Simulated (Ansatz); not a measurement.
Relaxation of Cl3FH2Ti (7 atoms, charge 0, multiplicity 1), to a largest force component of 0.03 eV/Å in at most 50 steps.

Method: RKS PBE0/def2-SVP (Ansatz 0.2.0).

```xyz
7
Properties=species:S:1:pos:R:3
Ti 0.177 0.000 -0.067
F 0.203 0.000 1.712
Cl 2.224 0.000 -0.740
Cl -0.765 1.775 -0.856
Cl -0.765 -1.775 -0.856
H -2.443 0.000 1.185
H -1.925 0.000 1.683
```

**Question.** Where does it end, and by what steps?

**Answer.** The forces met the threshold. After 5 steps the energy has fallen by 0.164 eV; H6 moved furthest, 0.55 Å.

```tsv
step	energy less start (eV)	largest force component (eV/Å)	accepted
0	0.0000	1.467	yes
1	-0.1129	0.835	yes
2	-0.1521	0.350	yes
3	-0.1635	0.140	yes
4	-0.1644	0.031	yes
5	-0.1645	0.007	yes
```

```xyz
7
Properties=species:S:1:pos:R:3
Ti 0.397 0.000 -0.187
F 0.379 0.000 1.530
Cl 2.448 0.000 -0.865
Cl -0.607 1.769 -0.915
Cl -0.607 -1.769 -0.915
H -2.927 0.000 1.444
H -2.378 0.000 1.970
```

Whether the end is a true minimum wasn't checked by a vibrational analysis.

Time of the run: 33 s on 2 threads of Arm Neoverse V1, with other jobs on the host, peak memory 0.29 GiB.
